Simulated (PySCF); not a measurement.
A structure optimised at PBE-D3(BJ)/def2-SVP, used in a PySCF frequency run:

```
C
F 1 1.4065
H 1 1.1110 2 108.23
C 1 1.5423 3 111.55 2 120.05
H 4 1.1116 1 108.91 3 -89.70
H 4 1.1131 5 106.03 1 -119.12
N 4 1.4663 5 109.07 6 -115.15
C 7 1.2871 4 115.44 5 -137.39
H 8 1.1088 7 117.75 4 -178.82
Si 8 1.9113 9 128.53 7 -178.06
H 10 1.5004 8 117.14 9 -54.14
H 10 1.5065 11 110.07 1 129.03
```

**Question.** Write its SMILES and formula.

**Answer.** F[C@@H]1CN=C[SiH2]1, C3H6FNSi

**Question.** What are its rotational constants (standard atomic weights)?

**Answer.** 3.7893, 3.1158, 2.0534 GHz
